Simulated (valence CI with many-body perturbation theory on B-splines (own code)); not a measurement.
Missing levels of Lu⁵⁵⁺

Level of theory: valence CI with perturbative core correlation (CI+MBPT): six valence electrons over a frozen Dirac-Fock core [Ne], a basis of 9 s, 9 p, 8 d, 6 f, 3 g, 1 h functions for each j, with the one-electron correlation potential Σ1, the two-electron term Σ2, the three-electron term Σ3, Breit, model QED; selected CI, second order for the rest, scaled by the run's own slope (own B-spline code, finite nucleus).

No measured spectrum was set against this ion. As an estimate, large intervals hold to a few tenths of a per cent, small ones and those within an open d or f shell to about a per cent. Among the levels kept, up to 970 cm⁻¹ of a level comes from second order outside the variational space, and about a tenth of that is noise between levels of different J, which matters for small intervals.

```tsv
Level	E (eV)
(3s^2 3p1/2^2 3p3/2^2) J=2	0.00
(3s^2 3p1/2^2 3p3/2^2) J=0	18.70
(3s^2 3p1/2^2 3p3/2 3d3/2) J=2	222.43
(3s^2 3p1/2^2 3p3/2 3d3/2) J=1	230.29
(3s^2 3p1/2^2 3p3/2 3d3/2) J=0	?
(3s^2 3p1/2^2 3p3/2 3d3/2) J=3	?
(3s^2 3p1/2 3p3/2^3) J=1	?
(3s^2 3p1/2^2 3p3/2 3d5/2) J=4	292.55
(3s^2 3p1/2 3p3/2^3) J=2	?
(3s^2 3p1/2^2 3p3/2 3d5/2) J=2	298.19
(3s^2 3p1/2^2 3p3/2 3d5/2) J=3	316.74
(3s^2 3p1/2^2 3p3/2 3d5/2) J=1	327.25
(3s^2 3p1/2^2 3d3/2^2) J=2	?
(3s 3p1/2^2 3p3/2^3) J=2	456.55
(3s 3p1/2^2 3p3/2^3) J=1	476.53
(3s^2 3p1/2^2 3d3/2^2) J=0	?
(3s^2 3p1/2 3p3/2^2 3d3/2) J=2 [a]	497.39
(3s^2 3p1/2 3p3/2^2 3d3/2) J=0	498.65
(3s^2 3p1/2 3p3/2^2 3d3/2) J=1 [a]	499.62
(3s^2 3p1/2 3p3/2^2 3d3/2) J=3 [a]	505.02
```

Levels are named by their leading jj configuration (3d3/2^4 stands for four electrons in 3d with j = 3/2), which in mixed levels can hold well under half, so a name can repeat and another be missing. Letters in brackets count levels of one name in rising energy.

Task: The levels stand in rising order. What does the calculation give for the missing energies?

Result: (3s^2 3p1/2^2 3p3/2 3d3/2) J=0 230.65; (3s^2 3p1/2^2 3p3/2 3d3/2) J=3 230.92; (3s^2 3p1/2 3p3/2^3) J=1 283.97; (3s^2 3p1/2 3p3/2^3) J=2 293.17; (3s^2 3p1/2^2 3d3/2^2) J=2 454.19; (3s^2 3p1/2^2 3d3/2^2) J=0 476.79.
